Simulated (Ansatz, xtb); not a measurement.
## Relative energy of two isomers of C4H7F3O

We compare X, `CC(C)OC(F)(F)F`, a singlet, with Y, `C[C@H](CO)C(F)(F)F`, a singlet. Both are isolated molecules in the gas phase, relaxed with PBE-D3(BJ)/def2-SVP; the shapes shown needn't be the lowest conformers.

X (Å):

| atom | x (Å) | y (Å) | z (Å) |
| --- | --- | --- | --- |
| C | -1.1335 | -0.9862 | 0.3194 |
| C | -0.6727 | 0.2855 | -0.3806 |
| C | -0.4217 | 0.1155 | -1.8708 |
| C | -1.5173 | 2.2587 | 0.6709 |
| F | -0.4022 | 3.0012 | 0.4214 |
| F | -1.3610 | 1.7627 | 1.9321 |
| F | -2.5748 | 3.0785 | 0.6714 |
| O | -1.7194 | 1.3021 | -0.2468 |
| H | -1.3169 | -0.7966 | 1.3939 |
| H | -2.0708 | -1.3614 | -0.1385 |
| H | -0.3607 | -1.7756 | 0.2295 |
| H | 0.2460 | 0.6754 | 0.1069 |
| H | -1.3480 | -0.2130 | -2.3838 |
| H | -0.0911 | 1.0705 | -2.3225 |
| H | 0.3625 | -0.6476 | -2.0442 |

Y (Å):

```xyz
15

C    -0.2529   -0.9799   -0.1923
C     0.7567   -0.6191   -1.2848
C     1.1435    0.8643   -1.2514
C     0.2493   -1.0108   -2.6653
F     1.1718   -0.7657   -3.6312
F    -0.0551   -2.3288   -2.7290
F    -0.8730   -0.3226   -3.0049
O     1.7418    1.1185    0.0061
H     0.1455   -0.6599    0.7878
H    -0.4458   -2.0691   -0.1671
H    -1.2166   -0.4594   -0.3650
H     1.6891   -1.2049   -1.1335
H     0.2230    1.4767   -1.4157
H     1.8380    1.0776   -2.0985
H     1.9138    2.0742    0.0634
```

Quicker runs give these differences E(Y) − E(X): GFN2-xTB +0.595 eV; HF/STO-3G +0.528 eV (at GFN2-xTB geometries); r2SCAN-D4/def2-SVP +0.300 eV (at GFN2-xTB geometries).

Problem. Estimate E(Y) − E(X) at the level CCSD(T)/def2-SVP + ΔMP2/def2-TZVPP.

Solution. Calculated at CCSD(T)/def2-SVP + ΔMP2/def2-TZVPP: E(Y) − E(X) = +0.134 eV, so structure X lies lower.

The same difference at several levels:

```
                             level             geometry  E(Y) − E(X) (eV)  departure from the last row (eV)  job, with rough time for the two
                          GFN2-xTB             GFN2-xTB              +0.595                            +0.461              optimisation, 0.13 s
                         HF/STO-3G             GFN2-xTB              +0.528                            +0.394              single point, 0.42 s
                r2SCAN-D4/def2-SVP             GFN2-xTB              +0.300                            +0.166               single point, 4.3 s
               PBE-D3(BJ)/def2-SVP  PBE-D3(BJ)/def2-SVP              +0.295                            +0.161                optimisation, 25 s
                       HF/def2-SVP  PBE-D3(BJ)/def2-SVP              +0.345                            +0.211           part of the CCSD(T) run
                      MP2/def2-SVP  PBE-D3(BJ)/def2-SVP              +0.263                            +0.129           part of the CCSD(T) run
                  CCSD(T)/def2-SVP  PBE-D3(BJ)/def2-SVP              +0.275                            +0.142                      single point
CCSD(T)/def2-SVP + ΔMP2/def2-TZVPP  PBE-D3(BJ)/def2-SVP              +0.134                                               single point, 2.2 min
```

As drawn, Y has 1 C–C, 1 O–H in place of 1 C–O, 1 C–H.

The levels shown agree on the order. The largest departure from CCSD(T)/def2-SVP + ΔMP2/def2-TZVPP is that of GFN2-xTB, 0.461 eV. The last row adds to CCSD(T) the change of the MP2 difference between the two basis sets, here −0.142 eV, a large step that makes the value less sure.

With thermal terms from frequencies at re-optimised GFN2-xTB minima (ideal gas, soft modes damped towards free rotors, one conformer each, 298.15 K, 1 atm): on the last row, ΔE + ΔZPE = +0.133, ΔH = +0.135, ΔG = +0.132 eV.

The correlated steps freeze 8 core orbitals. Mirror images aren't counted in ΔG. Programs: Ansatz 0.2.0, xtb 6.7.1; the last row on 4 threads of Arm Neoverse V1 on a shared host.
